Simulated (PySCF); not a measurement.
Cd(I)2 anion (CdI2), SMILES [I][Cd][I] (connectivity only; charge and spin as stated), charge -1, multiplicity 2. Atoms are numbered in the order given.

```xyz
3

Cd     0.0000     0.0000    -0.8730
I      0.0000    -2.6192     0.3953
I      0.0000     2.6192     0.3953
```
Charge -1, spin multiplicity 2.

Coordinates come from a PBE-D3(BJ)/def2-SVPD optimisation. The multiplicity is an assumed one; other spin states were not compared. The isomer is the one that the SMILES or the coordinates give; other isomers of the formula were not compared. The def2 effective core potentials stand for the cores of Cd, I; spin–orbit coupling is left out.

Computed with PySCF 2.14.0 with PBE-D3(BJ)/def2-SVPD.

Frequencies are harmonic and unscaled.

| mode | ν (cm⁻¹) | IR (km/mol) | moving atoms (share of kinetic energy) |
|---|---|---|---|
| 1 | 26 | 0.2 | I 68 %, Cd 32 % |
| 2 | 104 | 3.6 | I 63 %, Cd 37 % |
| 3 | 134 | 42.3 | Cd 65 %, I 35 % |
